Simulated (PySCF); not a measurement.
# Stretching SrH

Set-up: basis Sr x2c-SVPall, H x2c-SVPall; spin-free X2C with a Gaussian nucleus; PySCF 2.14. Energies in eV from Sr + H in their ground configurations at the same level. State: ²Σ⁺ (doublet), unpaired electrons σ ↑.

All columns are M06. A positive dipole means Sr(−)H(+).

```json
{"R (Å)": "1.811", "E (eV)": "-1.082", "μ (D)": "-2.17", "Mulliken charge on Sr (basis-dependent)": "0.30", "HOMO (eV)": "-3.47", "LUMO (eV)": "-0.71", "Mayer bond order": "0.91", "⟨S²⟩": "0.75"}
{"R (Å)": "1.895", "E (eV)": "-1.278", "μ (D)": "-2.44", "Mulliken charge on Sr (basis-dependent)": "0.29", "HOMO (eV)": "-3.54", "LUMO (eV)": "-0.77", "Mayer bond order": "0.91", "⟨S²⟩": "0.75"}
{"R (Å)": "1.980", "E (eV)": "-1.398", "μ (D)": "-2.72", "Mulliken charge on Sr (basis-dependent)": "0.28", "HOMO (eV)": "-3.61", "LUMO (eV)": "-0.83", "Mayer bond order": "0.91", "⟨S²⟩": "0.75"}
{"R (Å)": "2.043", "E (eV)": "-1.448", "μ (D)": "-2.93", "Mulliken charge on Sr (basis-dependent)": "0.27", "HOMO (eV)": "-3.66", "LUMO (eV)": "-0.87", "Mayer bond order": "0.92", "⟨S²⟩": "0.75"}
{"R (Å)": "2.106", "E (eV)": "-1.469", "μ (D)": "-3.14", "Mulliken charge on Sr (basis-dependent)": "0.25", "HOMO (eV)": "-3.71", "LUMO (eV)": "-0.91", "Mayer bond order": "0.92", "⟨S²⟩": "0.75"}
{"R (Å)": "2.169", "E (eV)": "-1.468", "μ (D)": "-3.35", "Mulliken charge on Sr (basis-dependent)": "0.25", "HOMO (eV)": "-3.75", "LUMO (eV)": "-0.95", "Mayer bond order": "0.93", "⟨S²⟩": "0.75"}
{"R (Å)": "2.253", "E (eV)": "-1.438", "μ (D)": "-3.63", "Mulliken charge on Sr (basis-dependent)": "0.23", "HOMO (eV)": "-3.81", "LUMO (eV)": "-1.00", "Mayer bond order": "0.93", "⟨S²⟩": "0.75"}
{"R (Å)": "2.359", "E (eV)": "-1.363", "μ (D)": "-3.97", "Mulliken charge on Sr (basis-dependent)": "0.23", "HOMO (eV)": "-3.88", "LUMO (eV)": "-1.05", "Mayer bond order": "0.94", "⟨S²⟩": "0.75"}
{"R (Å)": "2.485", "E (eV)": "-1.235", "μ (D)": "-4.38", "Mulliken charge on Sr (basis-dependent)": "0.22", "HOMO (eV)": "-3.95", "LUMO (eV)": "-1.12", "Mayer bond order": "0.93", "⟨S²⟩": "0.75"}
```

A fit through these points gives, at Re = 2.133 Å, μ = -3.23 D and dμ/dR = -3.30 D/Å; the reduced mass is 0.9964 u.

**Question.** How strong is the fundamental in the double-harmonic approximation, I = 42.26·(dμ/dR)²/μred km/mol?

**Answer.** I = 42.26·(-3.30)²/0.9964 = 462 km/mol at M06.

Spin–orbit coupling is left out. The state is the lowest determinant that a PBE0 search found; another state may lie lower at other levels.
